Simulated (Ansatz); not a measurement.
Ansatz (a first-principles code) input (CCSD(T)/cc-pVTZ):

Ansatz 0.2 input:
```yaml
crystal:
  periodic: [false, false, false]
  atoms:
    - {symbol: C, position_ang: [-2.99501558, -0.04064080, -0.15431387]}
    - {symbol: C, position_ang: [-1.61028735, 0.30062542, 0.29558959]}
    - {symbol: O, position_ang: [-1.30361174, 1.04540565, 1.18080887]}
    - {symbol: O, position_ang: [-0.65875681, -0.36003653, -0.44609767]}
    - {symbol: Si, position_ang: [0.94726558, -0.17941449, -0.17689888]}
    - {symbol: F, position_ang: [1.42490363, 1.29810036, -0.40646516]}
    - {symbol: F, position_ang: [1.65978584, -1.10034561, -1.23262556]}
    - {symbol: F, position_ang: [1.36563190, -0.65669736, 1.25874021]}
    - {symbol: H, position_ang: [-3.72037188, 0.49591112, 0.44973015]}
    - {symbol: H, position_ang: [-3.11146622, 0.22027090, -1.20714474]}
    - {symbol: H, position_ang: [-3.15200644, -1.11675655, -0.06819043]}
basis:
  gaussian:
    orbitals: cc-pVTZ
magnetization: {spin_polarized: false}
correlation: {method: ccsd_t, electrons: outside_noble_gas}
```

End of the output:

```
integrals: 2.27 GiB planned
1724 factors; integrals over basis functions are off by at most 1.2e-3 eV
1.59 GiB of device memory are held for the factors and their scratch space
mean field: 1.79 GiB planned
mean field evaluation 1: about -22170.1111 eV, gradient 5.9e1 eV
mean field evaluation 2: about -22170.4623 eV, gradient 5.9e1 eV
mean field evaluation 4: about -22176.3097 eV, gradient 4.9e0 eV
mean field evaluation 8: about -22176.4042 eV, gradient 6.0e-1 eV
mean field evaluation 16: about -22176.4066 eV, gradient 1.4e-6 eV
mean field -22176.40658718 eV, -814.9679103705 hartree, gradient 1.4e-6 eV, S^2 0.000000; 0 other end points of the search recorded, 0 dependent functions left out
12 core orbitals not correlated
reference -22176.40658718 eV, -814.9679103705 hartree; 24, 24 occupied and 250, 250 virtual orbitals, 1724 factors
second order -44.69936202 eV of doubles, -0.00000000 eV of singles
coupled cluster: 19.96 GiB planned
cycle   1  -43.85504621 eV  change    8.4e-1 eV  update   1.4e-1
cycle   2  -44.80855515 eV  change   -9.5e-1 eV  update   4.1e-2
cycle   3  -45.02867842 eV  change   -2.2e-1 eV  update   2.0e-2
cycle   4  -44.99503039 eV  change    3.4e-2 eV  update   4.6e-3
cycle   5  -44.98992203 eV  change    5.1e-3 eV  update   2.1e-3
cycle   6  -44.99235858 eV  change   -2.4e-3 eV  update   6.2e-4
cycle   7  -44.99204429 eV  change    3.1e-4 eV  update   2.4e-4
cycle   8  -44.99185781 eV  change    1.9e-4 eV  update   7.0e-5
cycle   9  -44.99191338 eV  change   -5.6e-5 eV  update   2.6e-5
cycle  10  -44.99194070 eV  change   -2.7e-5 eV  update   9.6e-6
perturbative correction -1.60200169 eV, -0.0588724761 hartree
Total energy: -22223.00052956 eV, -816.6802061706 hartree
```
